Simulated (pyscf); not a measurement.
`[Cl][Zn][SeH]`, singlet

Gas-phase minimum from PySCF at ωB97X-D3(BJ)/def2-SVP, one conformer. 

```xyz
4

Cl     1.7974    -2.2233    -1.0375
Zn     0.7092    -0.4212    -1.0572
Se    -0.4629     1.5206    -1.0802
H     -1.4636     0.9577    -0.1645
```
Charge 0, spin multiplicity 1.

Bond lengths (Å): Cl1–Zn2 2.105, Zn2–Se3 2.268, Se3–H4 1.469. Angles (°): Cl1–Zn2–Se3 180.0, Zn2–Se3–H4 91.0.

Properties at ωB97X-D3(BJ)/def2-SVP:

| Item | Value |
|---|---|
| Harmonic wavenumbers, unscaled | 84, 89, 263, 470, 593, 2486 cm⁻¹ |
| Zero-point energy | 5.7 kcal/mol |
| Rotational symmetry number | 1 |
| Entropy of this conformer at 298 K and 1 atm, rigid rotor and harmonic oscillator, modes under 100 cm⁻¹ raised to 100 | 317.8 J/(mol K) |
| Dipole moment | 1.21 D |

Single-point totals, which compare only within one level (frozen core for MP2 and CC):

```tsv
level	total energy (hartree)
ωB97X-D3(BJ)/def2-TZVP	-4641.76003
PBE/def2-TZVP	-4641.04277
r²SCAN/def2-TZVP	-4641.80575
B3LYP-D3(BJ)/def2-TZVP	-4641.96812
PBE0-D3(BJ)/def2-TZVP	-4641.18010
M06-2X/def2-TZVP	-4641.84630
ωB97M-D3(BJ)/def2-TZVP	-4641.95029
HF/def2-TZVPP	-4637.84737
MP2/def2-TZVPP	-4639.13291
CCSD/def2-TZVPP	-4639.07315
CCSD(T)/def2-TZVPP	-4639.10915
```

Soft torsions are taken as harmonic, which can shift the entropy by several J/(mol K). The CCSD(T) − MP2 part came from Ansatz, without density fitting, on the same reference. The frozen core leaves the outer d or s,p core shells of the metals and heavy elements correlated in the MP2 and CC values, and def2-TZVPP describes them poorly, so these totals are far from the basis limit. Elements up to Kr have no core potential and no relativistic terms here.
